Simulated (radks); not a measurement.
The numbers below are computed, except where a source is named.
Q: The technetium ion Tc+, 42 electrons, occupied as [Kr] 4d4.5 5p1.5 (fractional occupations, a model configuration). Code: a radial shooting solver on a logarithmic mesh with Libxc functionals. Model: Dirac Kohn-Sham, PBE, spin-unpolarised, spherical densities, finite nucleus; open shells fill j = l - 1/2 first; Fermi nuclear charge, rms radius 4.4112 fm. Some entries of the table are withheld. Estimate them.

orbital,occ.,eigenvalue (eV),<r^2> (bohr^2),<1/r> (bohr^-1)
1s1/2,2,-20868.69,0.001586,44.71
2s1/2,2,-2986.372,(1),(2)
2p1/2,2,-2754.663,0.01983,10.18
2p3/2,4,-2636.412,0.02119,9.668
3s1/2,2,-529.4931,0.1975,3.507
3p1/2,2,-440.4478,0.1948,3.408
3p3/2,4,-420.6726,0.2048,3.285
3d3/2,4,-263.1820,(3),(4)
3d5/2,6,-259.3808,(5),(6)
4s1/2,2,-84.4401,1.262,1.299
4p1/2,2,(7),1.505,1.180
4p3/2,4,(8),1.583,1.144
4d3/2,4,(9),3.084,0.8330
4d5/2,0.5,(10),3.148,0.8242
5p1/2,1.5,-8.3222,14.71,0.3532
5p3/2,0,-8.0623,15.40,0.3441

A: 
(1) 2s1/2 <r^2> (bohr^2): 0.02632
(2) 2s1/2 <1/r> (bohr^-1): 10.20
(3) 3d3/2 <r^2> (bohr^2): 0.1892
(4) 3d3/2 <1/r> (bohr^-1): 3.102
(5) 3d5/2 <r^2> (bohr^2): 0.1924
(6) 3d5/2 <1/r> (bohr^-1): 3.070
(7) 4p1/2 eigenvalue (eV): -58.3723
(8) 4p3/2 eigenvalue (eV): -55.4028
(9) 4d3/2 eigenvalue (eV): -17.2014
(10) 4d5/2 eigenvalue (eV): -16.8873
